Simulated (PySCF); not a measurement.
Geometries of 2 isomers of C3H7BSn, from PySCF 2.14.0, PBE0-D3(BJ)/def2-SVP geometry optimisation, gas phase, def2 core potentials past Kr. One conformer each, no zero-point energy, no frequencies.

Problem. Which isomer lies lower at this level?
A.
```xyz
12
angstrom
C      2.601    0.921   -0.224
C      1.415    0.208    0.197
C      0.404   -0.394    0.547
B     -0.852   -1.083    0.958
Sn    -2.863   -0.197    0.446
H      2.742    0.794   -1.310
H      2.498    2.001   -0.034
H      3.508    0.556    0.282
H     -0.810   -2.118    1.581
H     -3.857   -1.329   -0.384
H     -2.755    1.212   -0.531
H     -3.712    0.234    1.879
```
B.
```xyz
12
angstrom
B      2.015   -0.045    1.052
Sn     0.372   -1.396    0.316
C     -1.341   -0.112   -0.177
C     -0.949    0.911   -1.115
C     -0.572    1.755   -1.902
H      2.169    0.165    2.231
H      2.743    0.514    0.268
H     -0.190   -2.535    1.477
H      0.764   -2.243   -1.125
H     -2.131   -0.761   -0.587
H     -1.713    0.322    0.763
H     -0.253    2.506   -2.600
```

Solution. A. That is `CC#C[BH][SnH3]`, 26.6 kcal/mol below the other.

| SMILES | atoms numbered as above | E (Eh) | relative (kcal/mol) | relative (kJ/mol) | dipole (D) |
| --- | --- | --- | --- | --- | --- |
| CC#C[BH][SnH3] | [CH3:1][C:2]#[C:3][BH:4][SnH3:5] | -357.30009 | 0.0 | 0.0 | 3.07 |
| [BH2][SnH2][CH2]C#C | [BH2:1][SnH2:2][CH2:3][C:4]#[CH:5] | -357.25767 | 26.6 | 111.4 | 0.78 |
